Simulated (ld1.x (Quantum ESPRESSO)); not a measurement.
Configuration tests for phosphorus (P) (TM semilocal)

ld1.x (Quantum ESPRESSO) 7.5 input, shortened:

```
&input
   title='P', zed=15., rel=1, dft='BLYP', iswitch=3,
   config='[Ne] 3s1.75 3p3.25'
 /
 &inputp
   pseudotype=1, tm=.true., lloc=1,
   nlcc=.false.
 /
2
3S  1  0   1.75   0.00  1.25  1.25  0.0
3P  2  1   3.25   0.00  1.95  1.95  0.0
 &test
   configts(1)='3s1.75 3p3.25'
 /
```

Energies are relative to the spin-unpolarised reference configuration 3s1.75 3p3.25; without spin polarisation the order of configurations can differ from experiment.

```json
{"valence configuration": "3s2 3p3", "charge": "0", "ΔE all-electron (eV)": "-2.124", "error AE − PS (meV)": "+0.5"}
{"valence configuration": "3s2 3p2", "charge": "+1", "ΔE all-electron (eV)": "7.452", "error AE − PS (meV)": "+4.8"}
{"valence configuration": "3s2 3p1", "charge": "+2", "ΔE all-electron (eV)": "26.464", "error AE − PS (meV)": "+37"}
{"valence configuration": "3s0 3p5", "charge": "0", "ΔE all-electron (eV)": "15.133", "error AE − PS (meV)": "+11"}
{"valence configuration": "3s1 3p3", "charge": "+1", "ΔE all-electron (eV)": "16.584", "error AE − PS (meV)": "+8.6"}
{"valence configuration": "3s2 3p3.3", "charge": "-0.3", "ΔE all-electron (eV)": "-3.387", "error AE − PS (meV)": "+0.7"}
```

Q: What are ΔE and the potential's error for 3s2 3p2.5?

A: ΔE = 1.574 eV all-electron; the error (AE − PS) is +1.1 meV.

Levels in the configuration 3s2 3p3.3:

```
level  all-electron (eV)  pseudo (eV)
   3s            -11.403      -11.407
   3p             -3.096       -3.096
```

ld1.x printed “convergence not achieved” for 6 of the counted tests; their residual had stalled under 1e-8, short of the target of 1e-14.
